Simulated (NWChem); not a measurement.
System: C2H9NSi; SMILES C[SiH2]CN

```xyz
13

C      0.9775     1.6001     0.1121
Si    -0.6349     0.6592    -0.1332
C     -0.4538    -1.1493     0.4062
N      0.6695    -1.7739    -0.2752
H      1.2886     1.5917     1.1687
H      0.8703     2.6505    -0.1995
H      1.7845     1.1553    -0.4914
H     -1.7215     1.2961     0.6811
H     -1.0360     0.7175    -1.5731
H     -0.4337    -1.2074     1.5173
H     -1.3870    -1.6548     0.1013
H      1.5495    -1.3762     0.0462
H      0.7177    -2.7700    -0.0694
```
Atoms are numbered in this order, from 1.

The geometry was optimised at PBE0/def2-SVP.

Question: Give the principal values of the shielding tensors (ppm) of C1, Si2, C3, N4 from PBE0/pcSseg-1, GIAO (NWChem), with their diamagnetic and paramagnetic parts as GIAO splits them.

Answer: 
| atom | σ11 | σ22 | σ33 | isotropic | diamagnetic | paramagnetic |
|---|---|---|---|---|---|---|
| C1 | 187.8 | 193.6 | 201.6 | 194.3 | 254.5 | -60.1 |
| Si2 | 350.5 | 390.9 | 429.6 | 390.3 | 880.6 | -490.3 |
| C3 | 135.0 | 148.0 | 183.7 | 155.5 | 250.5 | -94.9 |
| N4 | 208.9 | 246.0 | 277.5 | 244.1 | 315.4 | -71.3 |
